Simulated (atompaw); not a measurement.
**u(r) = r·R(r): atom against pseudo-atom (S (Z = 16))**

Columns: radius, all-electron u(r) and pseudo u(r) of the 3s shell (level -39.18 eV) of sulfur in the configuration [Ne] 3s2 3p2; PBEsol, non-relativistic, PAW (atompaw) scheme, atompaw 4.2.0.5.

```tsv
r (bohr)	all-electron	pseudo
0.058	0.2307	0.0561
0.115	0.0601	0.1111
0.173	-0.1699	0.1668
0.231	-0.3405	0.2219
0.288	-0.4252	0.2754
0.346	-0.4347	0.3290
0.404	-0.3850	0.3816
0.462	-0.2944	0.4329
0.519	-0.1812	0.4818
0.577	-0.0537	0.5299
0.635	0.0771	0.5760
0.692	0.2023	0.6192
0.750	0.3221	0.6607
0.808	0.4312	0.6994
0.865	0.5268	0.7345
0.923	0.6115	0.7671
0.981	0.6835	0.7961
1.038	0.7424	0.8210
1.096	0.7904	0.8423
1.154	0.8275	0.8596
1.212	0.8542	0.8724
1.269	0.8715	0.8807
1.327	0.8808	0.8846
1.385	0.8827	0.8838
1.442	0.8783	0.8785
1.500	0.8684	0.8684
```

**Question.** How many radial nodes do the two functions have?

**Answer.** The all-electron 3s function has n − l − 1 = 2; the pseudo-wave has 0, since the states of the same l below it are removed with the core.

**Question.** Where does each function peak?

**Answer.** Outermost all-electron maximum near 1.39 bohr, pseudo maximum near 1.33 bohr (to the table’s step).

**Question.** Is the pseudo-wave norm-conserving?

**Answer.** No, it belongs to a PAW set: the norm inside the radius is not constrained, and the difference is carried by the augmentation charge.
